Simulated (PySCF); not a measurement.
HAs (SMILES [AsH]), triplet, geometry from GFN2-xTB. Base run: SVWN5/6-311G** run with PySCF.

Here is a job for PySCF.
```python
from pyscf import gto, scf, dft

mol = gto.M(
    atom='''
As   -0.000000   -0.000000   -0.044544
H     0.000000    0.000000    1.469944
''',
    basis='6-311g**',
    charge=0,
    spin=2,
    verbose=4,
    symmetry=True,
)

mf = dft.UKS(mol)
mf.xc = 'lda,vwn'
mf.kernel()
mf.analyze()
```

Each row names what was changed in the base input (with any setting that the change needs).

```
change                   ΔE vs base (mEh)  point group used  SCF cycles
-----------------------  ----------------  ----------------  ----------
base                                0.000              Coov           9
symmetry_subgroup = C2v             0.000               C2v           9
symmetry = off                      0.000                C1           9
```

Open shells are given as the SCF converged; they aren't shown to be the lowest states, and a large step between rows can be another state.
